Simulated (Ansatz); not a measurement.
A run for Ansatz (a quantum-chemistry and plane-wave program): U-CCSD(T)/6-31G on AlP, 2S+1 = 3, a point of a bond scan (R = 1.778 Å).

Ansatz 0.2 input:
```yaml
crystal:
  periodic: [false, false, false]
  atoms:
    - {symbol: Al, position_ang: [-0.00000000, -0.00000000, -1.19086169]}
    - {symbol: P, position_ang: [0.00000000, 0.00000000, 0.58749177]}
basis:
  gaussian:
    orbitals: 6-31G
magnetization: {spin_polarized: true, initial_magnetization: 2}
correlation: {method: ccsd_t, electrons: outside_noble_gas}
scf: {omitted_lower_state_checks: [cluster_reference]}
```

It printed:

```
WARN ansatz: RAYON_NUM_THREADS=1 ignored (pool sized by the plan → 1); use --threads N
Functional definition: HF
these checks for a lower state are left out or cut short: cluster_reference
integrals: 0.00 GiB planned
278 factors; integrals over basis functions are off by at most 1.0e-4 eV
mean field: 0.05 GiB planned
mean field evaluation 1: about -15847.8536 eV, gradient 7.5e0 eV
mean field evaluation 2: about -15847.8606 eV, gradient 7.5e0 eV
mean field evaluation 4: about -15848.5154 eV, gradient 1.1e0 eV
mean field evaluation 8: about -15848.5718 eV, gradient 2.3e-1 eV
mean field evaluation 16: about -15848.0442 eV, gradient 5.2e0 eV
mean field evaluation 32: about -15847.3167 eV, gradient 1.8e-6 eV
mean field evaluation 64: about -15847.3167 eV, gradient 1.1e-4 eV
mean field -15848.57934902 eV, -582.4245485236 hartree, gradient 1.4e-6 eV, S^2 2.008494; 13 other end points of the search recorded, 0 dependent functions left out
10 core orbitals not correlated
reference -15848.57934902 eV, -582.4245485236 hartree; 5, 3 occupied and 11, 13 virtual orbitals, 278 factors
second order -1.73110967 eV of doubles, -0.00000000 eV of singles
coupled cluster: 0.05 GiB planned
cycle   1  -1.96037424 eV  change   -2.3e-1 eV  update   8.5e-2
cycle   2  -2.11299989 eV  change   -1.5e-1 eV  update   3.5e-2
cycle   3  -2.16351978 eV  change   -5.1e-2 eV  update   2.0e-2
cycle   4  -2.16899232 eV  change   -5.5e-3 eV  update   8.6e-3
cycle   5  -2.17263643 eV  change   -3.6e-3 eV  update   3.7e-3
cycle   6  -2.17336569 eV  change   -7.3e-4 eV  update   1.3e-3
cycle   7  -2.17342747 eV  change   -6.2e-5 eV  update   5.0e-4
cycle   8  -2.17362630 eV  change   -2.0e-4 eV  update   2.2e-4
cycle   9  -2.17352799 eV  change    9.8e-5 eV  update   8.9e-5
cycle  10  -2.17353480 eV  change   -6.8e-6 eV  update   4.2e-5
cycle  11  -2.17353613 eV  change   -1.3e-6 eV  update   1.9e-5
cycle  12  -2.17353792 eV  change   -1.8e-6 eV  update   7.4e-6
perturbative correction -0.08306732 eV, -0.0030526676 hartree
Total energy: -15850.83595425 eV, -582.5074772364 hartree
Checks for a lower state left out: cluster_reference
```

Self-consistency was reached.

Cost: roughly 1.2 core-seconds.
